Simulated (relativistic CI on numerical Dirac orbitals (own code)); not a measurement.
Hyperfine structure of La³⁸⁺, mass number 137

Calculated at this level of theory: Dirac-Coulomb-Breit CI, KLI orbitals optimised for each configuration, QED by a radiative potential, unscaled Slater integrals (own radial code, finite nucleus).

Configurations in the expansion (outside the closed core [Ne]): 3s²3p⁶3d, 3s²3p⁵3d², 3s3p⁶3d², 3s²3p⁶4s, 3s²3p⁶4p, 3s²3p⁶4d, 3s²3p⁵3d4s, 3s²3p⁶4f, 3s²3p⁵3d4p, 3p⁶3d³, 3p⁵3d⁴, 3p⁵3d³4s. Double excitations out of closed p, d and f shells are left out; levels of such configurations are missing from the list, as are those of other unlisted configurations, and high levels can miss mixing partners. These lack a partner that the ground configuration has and come out too high: 3s²3p⁵3d4p.

Nuclear spin I = 7/2, μ = 2.696 μN, Q = 0.21 b (tables of Stone and Pyykkö). The electronic factors are computed for point nuclear moments, without core polarisation or the Bohr-Weisskopf and QED corrections.

```csv
Level,E (eV),A (MHz),B (MHz)
3s²3p⁶3d ²D3/2,0.000,32140,5600
3s²3p⁶3d ²D5/2,22.055,13240,7310
3s²3p⁵3d² ⁴D°1/2,176.525,8403,
3s²3p⁵3d² ⁴D°3/2,177.493,36250,16000
3s²3p⁵3d² ⁴G°9/2,200.297,32320,-29300
3s²3p⁵3d² ⁴G°11/2,206.929,30060,-24200
```

Levels with J = 0, under 50 % of one LS term, or S terms without an open s electron are left out. Small factors come from cancelling terms and can be off by tens of per cent or more.

At this charge energies of transitions that change n are usually good to better than 1 %, and those within a shell (Δn = 0) to a few per cent.

Q: Give the hyperfine levels of 3s²3p⁶3d ²D3/2 relative to its centre of gravity.

A: With K = F(F + 1) − I(I + 1) − J(J + 1), E = AK/2 + B[¾K(K + 1) − I(I + 1)J(J + 1)]/[2I(2I − 1)J(2J − 1)]: F = 2: -214000, F = 3: -121500, F = 4: 5435, F = 5: 170100 MHz.

LS names give the leading component of a level, which can be under half, so a name can repeat, a term be missing and a line seem to break the LS rules.
